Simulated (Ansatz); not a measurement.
Basis sets compared for Cu(PH3)H (CuPH4). The state is a singlet with charge 0. Geometry PBE0-D4/def2-TZVP. Ansatz on 4 threads of Intel Xeon 6975P-C on a shared host; times are rough, and most runs start from earlier orbitals.

```xyz
6

Cu   -1.076   -0.012   -1.149
P     0.440    0.006    0.470
H     1.800   -0.199    0.155
H     0.349   -0.931    1.522
H     0.604    1.162    1.264
H    -2.117   -0.026   -2.262
```

The 6-31G sets use Cartesian d functions.

Binding counts from free atoms (Cu doublet, P quartet, H doublet) in the same basis, without a counterpoise term.

```
           level  functions  energy (Eh)  HOMO (eV)  LUMO (eV)  binding per atom (eV)  wall time
       HF/STO-3G         31   -1959.4420      -3.01       3.54                      –      0.3 s
        HF/6-31G         50   -1981.5630      -7.94       2.14                   1.42      0.2 s
 PBE-D4/def2-SVP         69   -1983.4953      -4.81      -1.00                   2.44     0.35 s
PBE0-D4/def2-SVP         69   -1983.5303      -5.86      -0.12                   2.35      0.5 s
```

(1) Estimate the rows for HF/def2-TZVP, PBE-D4/def2-TZVP, PBE0-D4/def2-TZVP.

Results:

(1) 
| level | functions | energy (Eh) | HOMO (eV) | LUMO (eV) | binding per atom (eV) | wall time |
| --- | --- | --- | --- | --- | --- | --- |
| HF/def2-TZVP | 106 | -1981.9744 | -8.50 | 2.26 | 1.55 | 0.4 s |
| PBE-D4/def2-TZVP | 106 | -1983.8782 | -5.15 | -1.50 | 2.41 | 0.45 s |
| PBE0-D4/def2-TZVP | 106 | -1983.9006 | -6.17 | -0.63 | 2.35 | 0.7 s |
